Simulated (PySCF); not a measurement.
A structure optimised at PBE-D3(BJ)/def2-SVP, used in a PySCF frequency run:

```xyz
8

Al    -0.4153    -0.6639     0.0000
Cl     1.2066    -2.0344     0.0000
C     -2.2549    -1.3147     0.0000
H     -2.4343    -1.9501    -0.8925
H     -3.0013    -0.4956     0.0000
H     -2.4343    -1.9501     0.8925
Se     0.2203     1.5735     0.0000
H     -1.2036     2.0021     0.0000
```

Write its SMILES, formula and point group.

[CH3][Al]([Cl])[SeH], CH4AlClSe, Cs

What are its rotational constants (standard atomic weights)?

3.5126, 1.3053, 0.95746 GHz
